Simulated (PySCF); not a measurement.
Dipole response of Fe (iron, neutral)

[Ar] 3d6 4s1 4p1, one real determinant (an excited configuration). All numbers are calculated (PySCF 2.14, scalar relativity by spin-free X2C-1e, in aug-cc-pwCVTZ-DK). Coupled (time-dependent) response in atomic units; α is the mean over directions.

```json
{"method": "UHF", "mean α (bohr³)": "80.03", "α xx, yy, zz": "71.31, 71.31, 97.48", "C₆ (like pair)": "764.5", "S(−4)": "3907"}
{"method": "PBE", "mean α (bohr³)": "88.97", "α xx, yy, zz": "69.58, 69.58, 127.8", "C₆ (like pair)": "842.5", "S(−4)": "6289"}
```

S(−4) is the Cauchy moment in α(ω) = α(0) + S(−4) ω² + …

α(iu) at PBE:

```csv
u (hartree),α(iu) (bohr³)
0,88.97
0.0500,76.41
0.100,56.27
0.200,30.65
0.300,18.93
0.500,9.664
0.750,5.641
1.00,3.878
1.50,2.289
2.00,1.563
3.00,0.8924
5.00,0.4172
```

A single London oscillator, α(iu) = α/(1 + u²/ω²), gives C₆ = (3/4) ω α². Matching the computed C₆ needs ω = 4 × 842.5 / (3 × 88.97²) = 0.142 hartree.

The components differ because the open shell of this determinant is not spherical; for a pure term their mean is the scalar polarisability.

⟨L²⟩ = 8.06 against 12 for a pure F term, so this real determinant mixes terms.
